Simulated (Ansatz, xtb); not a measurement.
Relative energy of two isomers of BrClH3OSi2+

We compare I, `[SiH3]O[Si+](Cl)Br`, a singlet, with II, `Cl[SiH+]O[SiH2]Br`, a singlet. Both are isolated ions in the gas phase, relaxed with B3LYP-D3(BJ)/def2-SVP; the shapes shown needn't be the lowest conformers.

I (Å):

```xyz
8

Br    0.5191    2.5418    0.3425
Cl   -1.9778    1.2424    2.5026
O     0.0307   -0.5708    1.0577
Si    0.6295   -2.1834    0.7304
Si   -0.4439    0.8985    1.2926
H     1.1935   -2.6273    2.0222
H    -0.5676   -2.9365    0.3023
H     1.6378   -2.0041   -0.3353
```

II (Å):

```xyz
8

Br    1.3791    3.3221    0.7008
Cl    1.2978   -0.2377    2.6994
O    -1.0317    1.4100    1.4511
Si   -0.5927    0.1233    2.2366
Si   -0.7821    2.9351    0.6226
H    -1.6241   -0.8374    2.6369
H    -1.2622    2.6680   -0.7447
H    -1.5608    3.8953    1.4242
```

Task: Estimate which is lower in electronic energy at CCSD(T)/def2-SVP + ΔMP2/def2-TZVPP, and by roughly how much.

Result: Too close to call at this level: CCSD(T)/def2-SVP + ΔMP2/def2-TZVPP gives E(II) − E(I) = +0.18 kcal/mol.

How the difference moves with the method:

| level | geometry | E(II) − E(I) (kcal/mol) | departure from the last row (kcal/mol) | job, with rough time for the two |
| --- | --- | --- | --- | --- |
| B3LYP-D3(BJ)/def2-SVP | B3LYP-D3(BJ)/def2-SVP | −0.53 | −0.72 | optimisation, 3.4 min |
| HF/def2-SVP | B3LYP-D3(BJ)/def2-SVP | −1.57 | −1.75 | part of the CCSD(T) run |
| MP2/def2-SVP | B3LYP-D3(BJ)/def2-SVP | −0.50 | −0.68 | part of the CCSD(T) run |
| CCSD(T)/def2-SVP | B3LYP-D3(BJ)/def2-SVP | −0.39 | −0.57 | single point |
| CCSD(T)/def2-SVP + ΔMP2/def2-TZVPP | B3LYP-D3(BJ)/def2-SVP | +0.18 |  | single point, 45 s |

As drawn, both hold the same kinds of bond in the same numbers.

The largest departure from CCSD(T)/def2-SVP + ΔMP2/def2-TZVPP is that of HF/def2-SVP, 1.75 kcal/mol. Levels run at GFN2-xTB geometries aren't shown. The last row adds to CCSD(T) the change of the MP2 difference between the two basis sets, here +0.57 kcal/mol.

With harmonic frequencies from B3LYP-D3(BJ)/def2-SVP (ideal gas, rigid rotor, one conformer each, 298.15 K, 1 atm): on the last row, ΔE + ΔZPE = +0.44 kcal/mol. A mode under 50 cm⁻¹ makes harmonic enthalpies and free energies unreliable, so none is given.

The correlated steps freeze 25 core orbitals; the filled d shell of Br is correlated, in a basis made for valence electrons. Programs: Ansatz 0.2.0; the last row on 2 threads of Intel(R) Xeon(R) Platinum 8259CL CPU @ 2.50GHz (Skylake/Cascade Lake) on a shared host.
